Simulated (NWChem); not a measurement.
System: C6H10; SMILES C#CCCCC

Parts of the log:

```
             Northwest Computational Chemistry Package (NWChem) 7.3.0
             --------------------------------------------------------

 C1  symmetry detected

                             Geometry "geometry" -> ""
                             -------------------------

 Output coordinates in angstroms (scale by  1.889725989 to convert to a.u.)

  No.       Tag          Charge          X              Y              Z
 ---- ---------------- ---------- -------------- -------------- --------------
    1 C                    6.0000     0.83335099    -2.51394717     0.21079474
    2 C                    6.0000     0.04654087    -1.66667044    -0.15163121
    3 C                    6.0000    -0.89774634    -0.63828490    -0.57372783
    4 C                    6.0000    -1.03659978     0.52557934     0.41717573
    5 C                    6.0000     0.25064744     1.29972333     0.68592904
    6 C                    6.0000     0.83183845     2.00425679    -0.53117918
    7 H                    1.0000     1.52798975    -3.27014083     0.52588538
    8 H                    1.0000    -1.88472860    -1.10713064    -0.72672452
    9 H                    1.0000    -0.59038887    -0.26168395    -1.56468681
   10 H                    1.0000    -1.42682299     0.12902278     1.36882551
   11 H                    1.0000    -1.80810376     1.21157832     0.02612852
   12 H                    1.0000     0.04547012     2.04350132     1.47432521
   13 H                    1.0000     1.00109694     0.60982748     1.10894014
   14 H                    1.0000     1.14355176     1.29165440    -1.31107771
   15 H                    1.0000     1.72158728     2.59352884    -0.26179247
   16 H                    1.0000     0.10215860     2.69590058    -0.98399100

 Effective nuclear repulsion energy (a.u.)     217.8217507950

                                Z-matrix (autoz)
                                --------

 Units are Angstrom for bonds and degrees for angles

      Type          Name      I     J     K     L     M      Value
      ----------- --------  ----- ----- ----- ----- ----- ----------
    1 Stretch                  1     2                       1.21173
    2 Stretch                  1     7                       1.07407
    3 Stretch                  2     3                       1.45857
    4 Stretch                  3     4                       1.53485
    5 Stretch                  3     8                       1.10334
    6 Stretch                  3     9                       1.10376
    7 Stretch                  4     5                       1.52595
    8 Stretch                  4    10                       1.10235
    9 Stretch                  4    11                       1.10396
   10 Stretch                  5     6                       1.52168
   11 Stretch                  5    12                       1.10312
   12 Stretch                  5    13                       1.10366
   13 Stretch                  6    14                       1.10146
   14 Stretch                  6    15                       1.10067
   15 Stretch                  6    16                       1.10265
   16 Bend                     1     3     4               113.67927
   17 Bend                     1     3     8               108.79457
   18 Bend                     1     3     9               108.83932
   19 Bend                     2     3     4               113.97787
   20 Bend                     2     3     8               108.64208
   21 Bend                     2     3     9               108.66911
   22 Bend                     3     4     5               114.96636
   23 Bend                     3     4    10               108.45648
   24 Bend                     3     4    11               107.80257
   25 Bend                     4     3     8               109.31866
   26 Bend                     4     3     9               110.24821
   27 Bend                     4     5     6               114.59559
   28 Bend                     4     5    12               108.12139
   29 Bend                     4     5    13               108.90360
   30 Bend                     5     4    10               109.21263
   31 Bend                     5     4    11               109.67403
   32 Bend                     5     6    14               112.01730
   33 Bend                     5     6    15               111.15354
   34 Bend                     5     6    16               111.47718
   35 Bend                     6     5    12               109.29984
   36 Bend                     6     5    13               109.65025
   37 Bend                     7     3     4               113.70385
   38 Bend                     7     3     8               108.75745
   39 Bend                     7     3     9               108.84956
   40 Bend                     8     3     9               105.63970
   41 Bend                    10     4    11               106.37662
   42 Bend                    12     5    13               105.90328
   43 Bend                    14     6    15               106.91164
   44 Bend                    14     6    16               107.59678
   45 Bend                    15     6    16               107.43541
   46 Torsion                  2     3     4     5          60.25717
   47 Torsion                  2     3     4    10         -62.29518
   48 Torsion                  2     3     4    11        -177.08935
   49 Torsion                  3     4     5     6          62.89849
   50 Torsion                  3     4     5    12        -174.94291
   51 Torsion                  3     4     5    13         -60.30881
   52 Torsion                  1     2     4     3        -179.97151
   53 Torsion                  4     5     6    14         -63.94747
   54 Torsion                  4     5     6    15         176.51971
   55 Torsion                  4     5     6    16          56.68530
   56 Torsion                  5     4     3     8        -177.96428
   57 Torsion                  5     4     3     9         -62.25497
   58 Torsion                  6     5     4    10        -174.95639
   59 Torsion                  6     5     4    11         -58.74478
   60 Torsion                  3     4     1     7        -179.74731
   61 Torsion                  5     4     3     7          60.29621
   62 Torsion                  7     3     4    10         -62.25614
   63 Torsion                  7     3     4    11        -177.05031
   64 Torsion                  3     8     1     7        -179.93897
   65 Torsion                  3     9     1     7         179.61322
   66 Torsion                  1     2     8     3         178.85680
   67 Torsion                  8     3     4    10          59.48337
   68 Torsion                  8     3     4    11         -55.31080
   69 Torsion                  1     2     9     3        -178.90613
   70 Torsion                  9     3     4    10         175.19268
   71 Torsion                  9     3     4    11          60.39851
   72 Torsion                 10     4     5    12         -52.79779
   73 Torsion                 10     4     5    13          61.83631
   74 Torsion                 11     4     5    12          63.41383
   75 Torsion                 11     4     5    13         178.04792
   76 Torsion                 12     5     6    14         174.53674
   77 Torsion                 12     5     6    15          55.00391
   78 Torsion                 12     5     6    16         -64.83049
   79 Torsion                 13     5     6    14          58.85781
   80 Torsion                 13     5     6    15         -60.67502
   81 Torsion                 13     5     6    16         179.49058

  xc_inp: hfexch multiplicative factor not found.

                           NWChem Geometry Optimization
                           ----------------------------

 maximum gradient threshold         (gmax) =   0.000450
 rms gradient threshold             (grms) =   0.000300
 maximum cartesian step threshold   (xmax) =   0.001800
 rms cartesian step threshold       (xrms) =   0.001200
 fixed trust radius                (trust) =   0.300000
 source of zmatrix                         =   autoz

          -------------------
          Energy Minimization
          -------------------

 Using diagonal initial Hessian
 Scaling for Hessian diagonals: bonds = 1.00  angles = 0.25  torsions = 0.10

          --------
          Step   0

                                 NWChem DFT Module
                                 -----------------

 Summary of "ao basis" -> "ao basis" (spherical)
 ------------------------------------------------------------------------------
       Tag                 Description            Shells   Functions and Types
 ---------------- ------------------------------  ------  ---------------------
 C                           6-31g*                  6       14   3s2p1d
 H                           6-31g*                  2        2   2s

            General Information
            -------------------
          SCF calculation type: DFT
          Wavefunction type:  closed shell.
          No. of atoms     :    16
          No. of electrons :    46
           Alpha electrons :    23
            Beta electrons :    23
          Charge           :     0
          Spin multiplicity:     1
          Use of symmetry is: off; symmetry adaption is: off
          Maximum number of iterations: 150
          AO basis - number of functions:   104
                     number of shells:    56
          Convergence on energy requested:  1.00D-06
          Convergence on density requested:  1.00D-05
          Convergence on gradient requested:  5.00D-04

              XC Information
              --------------
                     Hartree-Fock (Exact) Exchange  1.000

      Superposition of Atomic Density Guess
      -------------------------------------

 Sum of atomic energies:        -230.94385028

      Non-variational initial energy
      ------------------------------

 Total energy =    -234.871971
 1-e energy   =    -739.623305
 2-e energy   =     286.929583
 HOMO         =      -0.309816
 LUMO         =       0.072180

[...]

      ----------------------
      Optimization converged
      ----------------------

  Step       Energy      Delta E   Gmax     Grms     Xrms     Xmax
  ---- ---------------- -------- -------- -------- -------- --------
@    6    -232.96610569 -3.1D-07  0.00005  0.00001  0.00054  0.00157
                                     ok       ok       ok       ok

                                Z-matrix (autoz)
                                --------

 Units are Angstrom for bonds and degrees for angles

[...]

 Rotational Constants
 --------------------
 A=   0.201824 cm-1  (  0.290373 K)
 B=   0.067995 cm-1  (  0.097828 K)
 C=   0.060835 cm-1  (  0.087526 K)

 Temperature                      =   298.15K
 frequency scaling parameter      =   1.0000

 Zero-Point correction to Energy  =   95.648 kcal/mol  (  0.152424 au)
 Thermal correction to Energy     =  100.028 kcal/mol  (  0.159404 au)
 Thermal correction to Enthalpy   =  100.620 kcal/mol  (  0.160348 au)

 Total Entropy                    =   82.033 cal/mol-K
   - Translational                =   39.112 cal/mol-K (mol. weight =  82.0782)
   - Rotational                   =   27.048 cal/mol-K (symmetry #  =        1)
   - Vibrational                  =   15.873 cal/mol-K

 Cv (constant volume heat capacity) =   24.367 cal/mol-K
   - Translational                  =    2.979 cal/mol-K
   - Rotational                     =    2.979 cal/mol-K
   - Vibrational                    =   18.408 cal/mol-K

[normal modes left out]

 ----------------------------------------------------------------------------
 Normal Eigenvalue ||           Projected Infra Red Intensities
  Mode   [cm**-1]  || [atomic units] [(debye/angs)**2] [(KM/mol)] [arbitrary]
 ------ ---------- || -------------- ----------------- ---------- -----------
    1       -0.000 ||    0.000061           0.001         0.059       0.049
    2        0.000 ||    0.000030           0.001         0.029       0.024
    3        0.000 ||    0.000024           0.001         0.024       0.019
    4        0.000 ||    0.000007           0.000         0.007       0.006
    5        0.000 ||    0.000026           0.001         0.025       0.020
    6        0.000 ||    0.000006           0.000         0.005       0.004
    7       55.374 ||    0.000045           0.001         0.044       0.036
    8      146.145 ||    0.000122           0.003         0.119       0.098
    9      206.483 ||    0.000452           0.010         0.441       0.362
   10      268.446 ||    0.000125           0.003         0.122       0.100
   11      336.566 ||    0.001425           0.033         1.390       1.140
   12      403.506 ||    0.008271           0.191         8.063       6.615
   13      451.380 ||    0.001118           0.026         1.090       0.894
   14      600.009 ||    0.007181           0.166         7.000       5.742
   15      788.827 ||    0.051714           1.193        50.413      41.355
   16      797.044 ||    0.016567           0.382        16.150      13.248
   17      799.101 ||    0.036638           0.845        35.717      29.299
   18      860.952 ||    0.001323           0.031         1.290       1.058
   19      898.064 ||    0.002921           0.067         2.847       2.336
   20      997.256 ||    0.001204           0.028         1.174       0.963
   21     1031.362 ||    0.001076           0.025         1.049       0.860
   22     1066.221 ||    0.000571           0.013         0.557       0.457
   23     1160.288 ||    0.000225           0.005         0.219       0.180
   24     1212.817 ||    0.000401           0.009         0.391       0.321
   25     1233.009 ||    0.001221           0.028         1.191       0.977
   26     1337.521 ||    0.000828           0.019         0.808       0.662
   27     1383.078 ||    0.000186           0.004         0.182       0.149
   28     1443.287 ||    0.000784           0.018         0.764       0.627
   29     1493.135 ||    0.012695           0.293        12.376      10.152
   30     1521.850 ||    0.003868           0.089         3.771       3.093
   31     1536.451 ||    0.004060           0.094         3.958       3.247
   32     1568.935 ||    0.004328           0.100         4.220       3.461
   33     1626.804 ||    0.002021           0.047         1.971       1.617
   34     1637.325 ||    0.004574           0.106         4.459       3.658
   35     1638.068 ||    0.000361           0.008         0.351       0.288
   36     1650.052 ||    0.006946           0.160         6.772       5.555
   37     1655.658 ||    0.003295           0.076         3.212       2.635
   38     2408.461 ||    0.000698           0.016         0.681       0.558
   39     3192.246 ||    0.022808           0.526        22.234      18.239
   40     3194.916 ||    0.037860           0.873        36.907      30.276
   41     3203.649 ||    0.034882           0.805        34.004      27.895
   42     3219.312 ||    0.027551           0.636        26.858      22.032
   43     3231.970 ||    0.017786           0.410        17.339      14.224
   44     3238.234 ||    0.014518           0.335        14.153      11.610
   45     3254.554 ||    0.062169           1.434        60.606      49.716
   46     3259.808 ||    0.077996           1.799        76.035      62.373
   47     3268.032 ||    0.073268           1.690        71.425      58.592
   48     3662.301 ||    0.053992           1.246        52.634      43.177
 ----------------------------------------------------------------------------
```

Level: Hartree-Fock/6-31G* (spherical d). 

### Question
Reconstruct the input file.

### Answer
One answer among several that fit: the input that was run:
```
start job
memory heap 200 mb stack 900 mb global 1100 mb
geometry units angstroms
  C      0.863180    -2.514372     0.117005
  C      0.050704    -1.667291    -0.184055
  C     -0.923700    -0.639352    -0.532335
  C     -1.011301     0.507117     0.484368
  C      0.284463     1.286517     0.689463
  C      0.787874     2.015186    -0.547922
  H      1.580243    -3.270312     0.377791
  H     -1.914893    -1.113113    -0.634537
  H     -0.678074    -0.244326    -1.533294
  H     -1.341842     0.092151     1.450657
  H     -1.809128     1.193529     0.151139
  H      0.121436     2.015766     1.500937
  H      1.063192     0.595528     1.055775
  H      1.057545     1.317777    -1.356691
  H      1.688105     2.606719    -0.321788
  H      0.028101     2.708566    -0.945177
end
basis spherical
  * library 6-31g*
end
dft
  xc hfexch
  iterations 150
end
driver
  maxiter 120
end
task dft optimize
task dft freq
```
